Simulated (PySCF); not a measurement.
# Interval between two levels of F³⁺ by level of theory

F³⁺ [He] 2s2 2p2 [3P2, M_J = 2] → F³⁺ [He] 2s1 2p3 [5S2, M_J = 2], as a difference of total energies. All numbers are calculated (PySCF 2.14, the two-component X2C-1e Hamiltonian, in x2c-TZVPall-2c (5s3p2d1f, 31 functions)). Correlated levels: 1s2 frozen. "Screened" scales the spin-orbit matrix elements by Boettger's factors to mimic the two-electron term; Breit and QED terms are absent.

| method | interval between two levels (cm⁻¹) |
| --- | --- |
| GHF (spin-free) | 57122 |
| GMP2 (spin-free) | 68656 |
| GHF (screened spin-orbit) | 56876 |
| GMP2 (screened spin-orbit) | 68413 |

The labels give the starting determinants; with spin-orbit coupling the two ends relaxed to ⟨J²⟩ = 6.00, ⟨L²⟩ = 2.00, ⟨S²⟩ = 2.00 and ⟨J²⟩ = 6.00, ⟨L²⟩ = 0.00, ⟨S²⟩ = 6.00.
